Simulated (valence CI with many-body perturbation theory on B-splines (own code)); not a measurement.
Values are calculated unless marked as measured or tabulated.
## Ladder of approximations for Ge¹⁹⁺

Method: relativistic CI+MBPT: three valence electrons over a frozen Dirac-Fock core [Ne], a basis of 11 s, 11 p, 9 d, 7 f, 5 g, 2 h, 1 i functions for each j, with the one-electron correlation potential Σ1, the two-electron term Σ2, the three-electron term Σ3, Breit, model QED; selected CI, second order for the rest (own B-spline code, finite nucleus).

No measured levels were compared; by estimate levels of excited configurations hold to 0.05 to 0.15 % of their energy, terms of the ground configuration to about 0.5 %.

Each rung adds one term. CI alone is the Dirac-Coulomb CI over the frozen core; QED comes last and gives the full result, which names the levels. Energies are above 3s2 3p 2P°_1/2 on the same rung, in eV.

Names give the largest LS component (configuration and term), which can be under half, so a name can repeat, a term be missing and a line seem to break the LS rules; names also repeat where a configuration has a term twice.

```
           Level  CI alone      Σ1      Σ2      Σ3   Breit     QED    Full
  3s2 3p 2P°_3/2      6.87  +0.023  +0.010   0.000  -0.154  +0.015    6.77
   3s 3p2 4P_1/2     41.28  -0.126  +0.162  +0.015  +0.097  -0.179   41.24
   3s 3p2 4P_3/2     44.56  -0.113  +0.181  +0.017  +0.007  -0.170   44.48
   3s 3p2 4P_5/2     47.60  -0.105  +0.170  +0.016  -0.071  -0.164   47.45
   3s 3p2 2D_3/2     56.53  -0.104  +0.041  +0.012  -0.055  -0.150   56.28
   3s 3p2 2D_5/2     58.12  -0.093  +0.068  +0.013  -0.135  -0.144   57.83
   3s 3p2 2P_1/2     66.42  -0.111  -0.354  -0.007  +0.046  -0.178   65.82
   3s 3p2 2S_1/2     73.32  -0.090  -0.352  -0.008  -0.096  -0.163   72.61
   3s 3p2 2P_3/2     74.95  -0.092  -0.513  -0.003  -0.112  -0.164   74.06
   3s2 3d 2D_3/2     85.45  -0.101  -0.458  -0.033  -0.242  -0.022   84.59
   3s2 3d 2D_5/2     86.39  -0.085  -0.446  -0.034  -0.322  -0.015   85.49
     3p3 2D°_3/2    105.51  -0.234  -0.052  +0.030  +0.063  -0.317  105.00
     3p3 2D°_5/2    108.10  -0.219  +0.072  +0.037  -0.086  -0.291  107.61
     3p3 4S°_3/2    109.47  -0.225  -0.246  +0.021  +0.005  -0.334  108.69
3s 3p 3d 4F°_3/2    115.55  -0.232  +0.072  +0.001  -0.111  -0.184  115.09
3s 3p 3d 4F°_5/2    117.03  -0.224  +0.070  +0.001  -0.174  -0.179  116.52
     3p3 2P°_1/2    118.99  -0.212  -0.208  +0.013  -0.027  -0.315  118.24
3s 3p 3d 4F°_7/2    119.27  -0.211  +0.070  +0.001  -0.260  -0.172  118.69
     3p3 2P°_3/2    121.38  -0.199  -0.150  +0.015  -0.147  -0.290  120.61
```

The middle columns are the shifts that each term adds.

(1) How does the ionisation energy move along the ladder, and which term matters most?

Results:

(1) CI alone 749.15, + Σ1 749.96, + Σ2 749.77, + Σ3 749.72, + Breit 749.31, + QED 749.33 eV. The largest step is Σ1, 0.81 eV. NIST lists 744 ± 3 eV (semi-empirical).
